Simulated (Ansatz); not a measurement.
The cluster Be4S4⁺, 8 atoms. Hardware: 4 threads of Intel Xeon Platinum 8488C on a shared host.

Correlated methods freeze 20 core orbitals.

Problem. How many basis functions does each of these Ansatz runs have, and roughly what does it cost? PBE-D4/def2-TZVP, charge 1 doublet, energy and forces, from earlier orbitals; PBE0-D4/def2-SVP, charge 1 doublet, energy, from earlier orbitals; PBE0-D4/def2-TZVP, charge 1 doublet, energy, from earlier orbitals; MP2/def2-TZVP, charge 1 doublet, energy, from earlier orbitals; r2SCAN-D4/def2-TZVP, charge 1 doublet, energy, from earlier orbitals; HF/STO-3G, charge 1 doublet, energy; PBE-D4/def2-SVP, charge 1 doublet, relaxation, 8 steps; revPBE-D4/def2-TZVP, charge 1 doublet, energy, from earlier orbitals; B97M-V/def2-TZVP, charge 1 doublet, energy, from earlier orbitals; PBE-D4/def2-SVP, charge 1 doublet, energy, from earlier orbitals; CCSD(T)/def2-SVP, charge 1 doublet, energy, from earlier orbitals; PBE0-D4/def2-SVP, charge 1 doublet, energy with a search over starts.

Solution. Other jobs shared the machine, so times can vary by a factor of up to 3. A dash marks memory too small to be measured apart from the calling script's.

| run | functions | fitting or Cholesky vectors | wall time | peak host memory (GiB) |
| --- | --- | --- | --- | --- |
| HF/STO-3G, charge 1 doublet, energy | 56 | 642 | 0.3 s | – |
| PBE-D4/def2-SVP, charge 1 doublet, energy, from earlier orbitals | 108 | 1356 | 1.9 s | – |
| PBE0-D4/def2-SVP, charge 1 doublet, energy, from earlier orbitals | 108 | 1144 | 2.5 s | – |
| revPBE-D4/def2-TZVP, charge 1 doublet, energy, from earlier orbitals | 224 | 1608 | 3.5 s | – |
| PBE-D4/def2-TZVP, charge 1 doublet, energy and forces, from earlier orbitals | 224 | 1608 | 3.6 s | – |
| PBE0-D4/def2-SVP, charge 1 doublet, energy with a search over starts | 108 | 1144 | 3.9 s | – |
| MP2/def2-TZVP, charge 1 doublet, energy, from earlier orbitals | 224 | 1480 | 5 s | 0.75 |
| PBE0-D4/def2-TZVP, charge 1 doublet, energy, from earlier orbitals | 224 | 1648 | 8 s | 1 |
| r2SCAN-D4/def2-TZVP, charge 1 doublet, energy, from earlier orbitals | 224 | 1608 | 8 s | – |
| PBE-D4/def2-SVP, charge 1 doublet, relaxation, 8 steps | 108 | 1356 | 9.5 s | – |
| B97M-V/def2-TZVP, charge 1 doublet, energy, from earlier orbitals | 224 | 1608 | 10 s | 0.71 |
| CCSD(T)/def2-SVP, charge 1 doublet, energy, from earlier orbitals | 108 | 1144 | 15 s | 1.1 |
